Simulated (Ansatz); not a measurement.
BFO, charge -1, doublet, geometry from GFN2-xTB (a state made from the parent by changing its charge; the spin is typed, not shown lowest) (a gas-phase anion, which may not be bound at this level); Ansatz (a quantum-chemistry and plane-wave program) with MP2/cc-pVDZ.

The Ansatz input:
Ansatz 0.2 input:
```yaml
crystal:
  periodic: [false, false, false]
  atoms:
    - {symbol: F, position_ang: [-1.24683535, 0.25242514, 0.11009263]}
    - {symbol: B, position_ang: [0.20092821, -0.49119948, -0.30936392]}
    - {symbol: O, position_ang: [1.27710964, 0.02302140, 0.06949823]}
basis:
  gaussian:
    orbitals: cc-pVDZ
total_charge: -1
magnetization: {spin_polarized: true, initial_magnetization: 1}
correlation: {method: mp2, electrons: outside_noble_gas}
accuracy: high
```

The log (banner, timings and long lists left out):

```
Functional definition: HF
820 factors; integrals over basis functions are off by at most 2.9e-9 eV
mean field evaluation 1: about -5413.7406 eV, gradient 1.7e1 eV
mean field evaluation 2: about -5413.8452 eV, gradient 1.7e1 eV
mean field evaluation 4: about -5415.5291 eV, gradient 2.8e0 eV
mean field evaluation 8: about -5415.6549 eV, gradient 4.0e-1 eV
mean field evaluation 16: about -5415.6625 eV, gradient 1.3e-5 eV
mean field -5415.66250829 eV, -199.0219263118 hartree, gradient 2.2e-8 eV, S^2 0.765341; 0 other end points of the search recorded, 0 dependent functions left out
3 core orbitals not correlated
reference -5415.66250829 eV, -199.0219263118 hartree; 9, 8 occupied and 30, 31 virtual orbitals, 820 factors
second order -12.16895308 eV of doubles, -0.00000000 eV of singles
Total energy: -5427.83146137 eV, -199.4691270892 hartree
```
